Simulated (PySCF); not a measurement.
Isomers of C4H13NSi. Theory: PBE0-D3(BJ)/def2-SVP geometry optimisation, gas phase (PySCF). Energies are electronic, without zero-point or thermal terms, for one conformer each. No frequencies were run at this level. Point groups hold within 0.08 Å.

Question: Rank from lowest to highest electronic energy at this level (kcal/mol).
A. `CCN(C)[SiH2]C` (SiH2Me(NMeEt))
B. `[CH3:1][CH2:2][CH2:3][N:4]([CH3:5])[SiH3:6]` with C1–C2–C3–N4 -59°, C2–C3–N4–C5 -71°
C. `[H][Si](C)(C)N(C)C` (SiHMe2(NMe2))
D. SiH2Me(NHiPr) (`[H][Si]([H])(C)NC(C)C`)

Answer: C (0.0), D (0.7), A (8.1), B (16.9).

Neighbours under 2.5 kcal/mol apart ([H][Si](C)(C)N(C)C and [H][Si]([H])(C)NC(C)C) can change places with a better method, another conformer or zero-point energy.

```
               SMILES      E (Eh)  E rel (kcal/mol)  dipole (D)  point group     A, B, C (MHz)
   [H][Si](C)(C)N(C)C  -503.90668               0.0        0.71           C1  3472, 2033, 1642
[H][Si]([H])(C)NC(C)C  -503.90563               0.7        1.17           C1  5392, 1447, 1305
[H][Si]([H])(C)N(C)CC  -503.89385               8.1        0.84           C1  5010, 1621, 1373
        CCCN(C)[SiH3]  -503.87974              16.9        0.99           C1  3947, 1733, 1477
```

Q: How do the relative energies change in single points at PBE0/pcSseg-1 (no added dispersion term) on the same geometries?

A: 
| SMILES | PBE0-D3(BJ)/def2-SVP (kcal/mol) | PBE0/pcSseg-1 (kcal/mol) | shift |
| --- | --- | --- | --- |
| [H][Si](C)(C)N(C)C | 0.0 | 0.0 | 0.0 |
| [H][Si]([H])(C)NC(C)C | 0.7 | 1.0 | +0.3 |
| [H][Si]([H])(C)N(C)CC | 8.1 | 8.7 | +0.6 |
| CCCN(C)[SiH3] | 16.9 | 18.4 | +1.5 |

Each column counts from its own lowest isomer. The order is unchanged; the largest shift is 1.5 kcal/mol.

Q: As an exercise, what shares would exp(−E/RT) give at 298.15 K from these electronic energies alone (no entropy, no degeneracies)?

A: RT = 0.592 kcal/mol: [H][Si](C)(C)N(C)C 75.4 %, [H][Si]([H])(C)NC(C)C 24.6 %, [H][Si]([H])(C)N(C)CC under 0.1 %, CCCN(C)[SiH3] under 0.1 %.
